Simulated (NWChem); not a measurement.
# GaF₃; SMILES [F][Ga]([F])[F]

```xyz
4

Ga     0.0000     0.0000     0.0000
F     -1.6673     0.4514     0.0000
F      1.2246     1.2183     0.0000
F      0.4427    -1.6697     0.0000
```
Atoms are numbered in this order, from 1.

Program: NWChem. Pople sets run with spherical d functions. Coordinates come from a PBE0/def2-SVP optimisation. Vzz is the largest principal value of the second derivative of the potential at the nucleus (NWChem prints the opposite sign); η is the asymmetry. Non-relativistic.

```tsv
level	Vzz Ga1 (a.u.)	η Ga1
PBE0/def2-SVP	…	0.00
PBE0/6-31G*	1.851	0.00
CAM-B3LYP/def2-SVP	1.829	0.00
CAM-B3LYP/6-31G*	1.883	0.00
```

Q: What belongs in the gaps?

A: 
- PBE0/def2-SVP, Vzz Ga1 (a.u.): 1.783
